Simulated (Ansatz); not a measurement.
`BB[CH2][InH2]` + HCl → `BBCl` + `[CH3][InH2]`  (ligand exchange at a B–C bond)

Isolated molecules relaxed with PBE0-D4/def2-TZVP in Ansatz; ΔE leaves out vibrations. CCSD(T)/CBS adds triple-zeta CCSD(T) − MP2 to the extrapolated MP2 energy (def2 sets, frozen cores). This one scheme is used for every species. DFT in def2-TZVPP. def2 core potentials past Kr. For In outer-core shells are correlated without core-valence functions, which leaves a few kJ/mol of doubt a bond. Each species was taken in one conformer, which may not be the lowest.

`BB[CH2][InH2]`:

```xyz
11

B     0.023    1.267    1.085
B    -0.052    0.899   -0.532
C     0.706   -0.141   -1.287
In   -0.427   -1.456    0.221
H    -0.416    0.533    1.954
H     0.410    2.312    1.523
H    -1.043    1.382   -1.037
H     1.702   -0.468   -0.988
H     0.487   -0.350   -2.332
H    -2.127   -1.674    0.234
H     0.736   -2.303    1.159
```

HCl:

Cartesian coordinates in Å:
```
Cl 0.184 0.035 -0.611
H -0.184 -0.035 0.611
```

`BBCl`:

Z-matrix (Å, degrees):
```
B
B 1 1.654
H 1 1.198 2 121.6
H 1 1.198 2 121.7 3 179.5
Cl 2 1.753 1 117.9 3 -89.7
H 2 1.196 1 126.1 3 90.3
```

`[CH3][InH2]`:

```xyz
7

C    -0.227   -0.856    0.484
In    0.258    0.981   -0.529
H    -0.907   -0.686    1.318
H    -0.712   -1.537   -0.221
H     0.678   -1.346    0.847
H    -0.725    2.390   -0.325
H     1.636    1.054   -1.574
```

```tsv
level	ΔE (kJ/mol)
PBE-D4	-33.9
B2PLYP	-52.6
```

Task: What does CCSD(T)/CBS give? (An estimate is asked.)

Result: Ansatz gave: -34.3 kJ/mol. The listed levels differ from it by 0.4, -18.3 kJ/mol.

Largest T1 diagnostic among the species: 0.014.

In def2-TZVPP, CCSD(T) changes the Hartree–Fock value by +46.8 kJ/mol (the triples alone add +6.6 kJ/mol) and MP2 by +48.1 kJ/mol. From BLYP to BHLYP (50 % exact exchange), in def2-TZVPP and without D4, ΔE moves by −6.5 kJ/mol.

CCSD(T)/CBS has its own doubt, a few kJ/mol and more with outer-core shells, so smaller differences from it don't rank the levels.
